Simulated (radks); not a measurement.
Spherical jellium clusters: N electrons in a uniform positive sphere of charge N and radius rs N^(1/3), rs = 4.92 bohr. Method: non-relativistic Kohn-Sham, LDA (Slater exchange, Perdew-Wang correlation), spin-polarised, spherical densities; computed with a radial shooting solver with Libxc functionals. Levels are named by radial order and angular momentum (1s, 1p, 1d, 2s, ...), and open shells are averaged over m.

N = 10, configuration 1s2 1p6 1d(up 2, down 0). This is the lowest configuration that the search found. Occupied and some empty levels:

level    occupation  eigenvalue (eV)  <r> (bohr)
1s up             1          -3.8119       6.975
1s down           1          -3.6626       6.812
1p up             3          -3.0881       8.185
1p down           3          -2.9032       8.149
1d up             2          -2.1585       9.203
1d down           0          -1.9659       9.256
2s up             0          -1.6673       8.301
2s down           0          -1.5755       8.424
1f up             0          -1.1062       10.31
1f down           0         -0.92752       10.48
2p up             0         -0.73308       11.22
2p down           0         -0.64695       11.50

Energy (eV): total -17.5014, kinetic 12.234, external -304.39, Hartree 150.80, exchange-correlation -30.183, background 154.03.
